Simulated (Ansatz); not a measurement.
`[AlH2][SiH]([SiH3])Cl` → Al• + Cl• + 6 H• + 2 Si•  (atomization)

Calculated with Ansatz (gas phase, PBE0-D4/def2-TZVP geometries, no zero-point term in ΔE). CCSD(T)/CBS adds triple-zeta CCSD(T) − MP2 to the extrapolated MP2 energy (def2 sets, frozen cores). This one scheme is used for every species, atoms too. Functionals use def2-TZVPP. Open shells (•) are unrestricted, without spin–orbit coupling. Spin–orbit coupling would lower the free atoms: a little for Al, Cl, Si.

```tsv
species	r2SCAN0-D4 energy (Eh)
`[AlH2][SiH]([SiH3])Cl`	-1285.15845
Al•	-242.32813
Cl•	-460.11637
H•	-0.49987
Si•	-289.33975
```

Task: Work out ΔE.

Result: ΔE = 6 × (-0.49987) + 2 × (-289.33975) + (-242.32813) + (-460.11637) − (-1285.15845) = 1.03523 Eh = +2718.0 kJ/mol. CCSD(T)/CBS gives +2736.9 kJ/mol.

Largest T1 diagnostic among the species: 0.018.

From PBE to PBE0 (25 % exact exchange), in def2-TZVPP and without D4, ΔE moves by +5.7 kJ/mol. Leaving LDA and LC-ωPBE aside and taking each functional with its dispersion term where it has one, the values, not all of them listed here, spread over 121.6 kJ/mol, from revPBE-D4 to B97M-V. LDA lies +324.9 kJ/mol from PBE without D4, its usual overbinding.

For atomizations the MP2-based limit and the directly extrapolated one differ by several kJ/mol either way, and by 10 to 25 for some Ge, Se and Sn compounds, so smaller differences from it don't rank the levels.
